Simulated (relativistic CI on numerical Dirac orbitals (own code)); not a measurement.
W2+: 5p photoemission

Computed with this model: Dirac-Coulomb-Breit CI, KLI orbitals optimised for each configuration, model QED, multiplet model of photoemission in the sudden approximation, unscaled Slater integrals; configurations [Xe] 4f14 5d4 → [Kr] 4d10 4f14 5s2 5p5 5d4; 300 K; Lorentzian 1.5 eV and Gaussian 0.6 eV FWHM. Energies are those of the free ion, without screening or charge transfer. The energies are binding energies and can lie tens of eV above those of solids. S is read from ⟨S²⟩ = S(S + 1).

Field parameters in Wybourne normalisation: Td as Oh with Dq negative (B⁴₀ = 21Dq, B⁴₄ = √(5/14) B⁴₀). The field is a parameter set, without covalency.

free ion: ground-state S = 1.91, centroid 66.65 eV. Peaks (eV, height): 60.2 (100), 62.0 (46), 65.6 (24), 71.6 (16), 77.2 (15), 79.8 (33).

Td, 10Dq = -11100 cm⁻¹: ground-state S = 1.51, centroid 66.70 eV. Peaks (eV, height): 60.4 (100), 65.6 (21), 72.2 (11), 75.4 (17), 78.4 (25), 80.2 (24).

Td, 10Dq = -15400 cm⁻¹: ground-state S = 0.61, centroid 66.92 eV. Peaks (eV, height): 61.4 (100), 73.6 (23), 75.8 (18), 78.8 (20).

Td, 10Dq = -19750 cm⁻¹: ground-state S = 0.28, centroid 67.03 eV. Peaks (eV, height): 61.8 (100), 66.2 (17), 73.6 (30), 76.6 (13), 79.4 (14).

Strongest unbroadened transitions for Td, 10Dq = -19750 cm⁻¹:

| Energy (eV) | Relative strength |
| --- | --- |
| 61.16 | 9.3 |
| 61.54 | 100.0 |
| 61.96 | 38.3 |
| 62.14 | 15.4 |
| 62.44 | 7.6 |
| 62.67 | 5.0 |
| 63.79 | 5.4 |
| 63.94 | 3.8 |
| 68.20 | 3.3 |
| 72.75 | 4.6 |
| 73.03 | 3.3 |
| 73.64 | 25.6 |
| 73.87 | 3.4 |
| 74.09 | 7.5 |
| 76.65 | 6.3 |
| 77.11 | 3.2 |
| 78.87 | 6.2 |
| 79.54 | 8.2 |
